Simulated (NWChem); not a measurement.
# CH$_{5}$AlOS; SMILES [OH][AlH][S]C

```xyz
9

Al    -0.5650     1.0063     0.0028
H     -1.9014     1.8500     0.0036
O      0.9911     1.7054     0.0029
H      1.2043     2.6392    -0.0054
S     -0.6084    -1.1632     0.0033
C      1.1785    -1.5705     0.0011
H      1.8003    -0.6656     0.0024
H      1.4009    -2.1656    -0.8947
H      1.4020    -2.1690     0.8944
```
Atoms are numbered in this order, from 1.

Program: NWChem. STO-3G and 3-21G are far too small for this property and stand as cheap habits. All runs use the structure optimised with PBE0/def2-SVP. GIAO values for the isolated, static molecule; σ is the absolute isotropic shielding, δ = σ(reference) − σ with the isolated reference molecule computed at the same levels (13C: tetramethylsilane, 1H: tetramethylsilane, 17O: water).

```json
[
 {"level": "Hartree-Fock/STO-3G", "σ Al1 (ppm)": "418.7", "δ H2 (ppm)": "2.41", "δ O3 (ppm)": "-32.2", "δ H4 (ppm)": "-1.34", "σ S5 (ppm)": "907.4", "δ C6 (ppm)": "19.5", "δ H7 (rotor mean) (ppm)": "0.76", "relative time": "1"},
 {"level": "PBE0/pcSseg-1", "σ Al1 (ppm)": "383.7", "δ H2 (ppm)": "4.71", "δ O3 (ppm)": "55.0", "δ H4 (ppm)": "2.38", "σ S5 (ppm)": "665.5", "δ C6 (ppm)": "10.0", "δ H7 (rotor mean) (ppm)": "2.30", "relative time": "20"},
 {"level": "KT2/pcSseg-1", "σ Al1 (ppm)": "387.5", "δ H2 (ppm)": "4.94", "δ O3 (ppm)": "66.5", "δ H4 (ppm)": "2.59", "σ S5 (ppm)": "645.3", "δ C6 (ppm)": "10.3", "δ H7 (rotor mean) (ppm)": "2.34", "relative time": "8"},
 {"level": "LDA (Slater exchange, VWN5)/pcSseg-1", "σ Al1 (ppm)": "344.1", "δ H2 (ppm)": "5.21", "δ O3 (ppm)": "80.9", "δ H4 (ppm)": "2.95", "σ S5 (ppm)": "609.3", "δ C6 (ppm)": "8.8", "δ H7 (rotor mean) (ppm)": "2.34", "relative time": "6"}
]
```

Times are rough ratios from one shared machine.
